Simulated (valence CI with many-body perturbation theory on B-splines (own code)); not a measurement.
**Sensitivity of CI+MBPT for Zn⁷⁺**

Computed by valence CI with perturbative core correlation (CI+MBPT): five valence electrons over a frozen Dirac-Fock core [Ar], a basis of 6 s, 6 p, 5 d, 5 f, 1 g functions for each j, with the one-electron correlation potential Σ1 (screened to all orders), the two-electron term Σ2, the three-electron term Σ3, Breit, model QED; selected single and double excitations, second order for the rest, scaled by the run's own slope (own B-spline code, finite nucleus).

No measured levels were compared; by estimate terms of the open shell hold to 2 to 4 % of their energy, and close levels can change places; different configurations can be misplaced against each other by 1,000 to 8,000 cm⁻¹. Among the levels kept, up to 410 cm⁻¹ of a level comes from second order outside the variational space, and about a tenth of that is noise between levels of different J, which matters for small intervals. Only levels of the ground parity were solved; by the run's estimate the other parity begins above the list, which can be wrong where configurations are misplaced.

The reference run has the lowest level 3d⁵ ⁶S_5/2 and an ionisation energy of 172.087 eV. Its largest variational space holds 9968 state functions.

Changed runs:
A. size limit of the variational space 10000 → 3000
B. box radius (bohr) 13.131 → 6.63
C. scale of Σ1 1 → 0; scale of Σ2 1 → 0; three-electron term on → off
D. correlating orbitals by l 3 3 3 3 1 → 2 2 1 1 0; natural orbitals for correlation on → off (bad on purpose)

Excitation energies of the reference run in cm⁻¹, and shifts in cm⁻¹:

| Level | Reference | A | B | C | D |
| --- | --- | --- | --- | --- | --- |
| 3d⁵ ⁴G_11/2 | 49953 | -19 | +6.2 | +1961 | +2356 |
| 3d⁵ ⁴G_5/2 | 50005 | -15 | +6.6 | +1984 | +2387 |
| 3d⁵ ⁴G_7/2 | 50114 | -16 | +6.3 | +1950 | +2370 |
| 3d⁵ ⁴G_9/2 | 50131 | -9.5 | +5.5 | +1932 | +2355 |
| 3d⁵ ⁴P_5/2 | 55728 | +22 | +10 | +1574 | +3943 |
| 3d⁵ ⁴P_3/2 | 56218 | -2.6 | +10 | +1445 | +3955 |
| 3d⁵ ⁴P_1/2 | 56770 | -56 | +10 | +1259 | +4038 |
| 3d⁵ ⁴D_7/2 | 60826 | -7.9 | +8.1 | +2396 | +3340 |
| 3d⁵ ⁴D_1/2 | 61525 | -62 | +7.9 | +2224 | +3386 |
| 3d⁵ ⁴D_3/2 | 61897 | -8.5 | +8.1 | +2071 | +3477 |
| 3d⁵ ⁴D_5/2 | 61901 | -0.6 | +8.6 | +2049 | +3504 |
| 3d⁵ ²I_11/2 | 72213 | -27 | +9.1 | +2843 | +3098 |
| Ionisation energy (eV) | 172.087 | -0.009 | +0.00016 | -7.049 | +0.276 |
